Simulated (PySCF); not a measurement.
Compound: C5H5O2 (doublet state).
Z-matrix (Å and degrees, GFN2-xTB geometry), rows numbered from 1:
```
C 
C   1  1.4866
C   2  1.3914  1  126.15
O   3  1.3281  2  112.55  1  -179.99
C   4  1.4103  3  107.40  2    -0.01
O   5  1.2069  4  121.14  3  -179.95
C   2  1.3861  1  128.10  3  -179.97
H   1  1.0862  2  110.60  3    -0.14
H   1  1.0884  2  110.19  3  -120.77
H   1  1.0884  2  110.16  3   120.46
H   3  1.0745  2  129.86  1     0.01
H   7  1.0707  2  128.29  1     0.03
```

As a line formula: `CC1=COC(=O)[CH]1` [radical].

Computed with UKS B3LYP, pcH-1 on C H O, non-relativistic, mean-field spin-orbit, GIAO in PySCF 2.14.0. Geometry: GFN2-xTB; no solvent, vibrations or thermal averaging. The geometry wasn't refined by DFT: couplings that depend on bond lengths, twists or pyramidal angles can differ widely from those at the functional's own minimum. The SCF solution wasn't tested for stability.

(1) Break the g tensor into its mass correction, gauge correction and orbital-Zeeman/spin–orbit terms.

(2) What effective moment and Curie constant follow for a powder?

(3) Average each term over the three axes. Which is largest in size?

(4) In a frozen sample, at which fields do the three g values resonate at 9.5, 34, 94 and 263 GHz (hyperfine left aside), and which band first spreads them over more than twice a line width of 1.0 mT?

## Answers

(1) 
```
                    Δg (ppm)     1     2     3
relativistic mass correction  -200  -200  -200
            gauge correction    -7    36    45
   orbital Zeeman/spin–orbit     3  1975  2661
                       total  -204  1812  2506
```

So g = 2.00212, 2.00413, 2.00483 and g_iso = 2.00369; the tensor is rhombic: the two nearest values differ by 26 % of g3 − g1. Axes: g3 points within 1° of the C2–C7 bond.

(2) With the mean of g² = 4.0148 and S(S+1) = 0.75: μ_eff = √(⟨g²⟩S(S+1)) = 1.735 μB and χT = 0.12505·⟨g²⟩·S(S+1) = 0.377 cm³ K/mol (cgs; spin-Hamiltonian part alone).

(3) The orbital-Zeeman/spin–orbit term 1546, the mass correction -200 and the gauge correction 25 ppm, for a total of 1371 ppm. The orbital-Zeeman/spin–orbit term is the largest in size. The mass correction is the same along every axis, so the anisotropy comes from the other two: their spans along these axes are 52 (gauge) and 2658 ppm (orbital Zeeman/spin–orbit).

(4) 
```tsv
band	GHz	B(g3) mT	B(g2) mT	B(g1) mT	spread mT
X	9.5	338.56	338.68	339.02	0.46
Q	34.0	1211.69	1212.11	1213.33	1.64
W	94.0	3349.96	3351.12	3354.50	4.53
J	263.0	9372.76	9376.01	9385.45	12.69
```

The spread grows in proportion to the frequency. W band is the first where it exceeds 2.0 mT.

The largest Mulliken spin populations are on C3 (+0.49), C7 (+0.41), O6 (+0.27) and C2 (-0.13). Three atoms exceed +0.15. The positive populations add up to 1.19 and the negative ones to -0.19, together 2S = 1.

The HOMO–LUMO gaps are 5.94 eV among the α and 4.38 eV among the β orbitals.
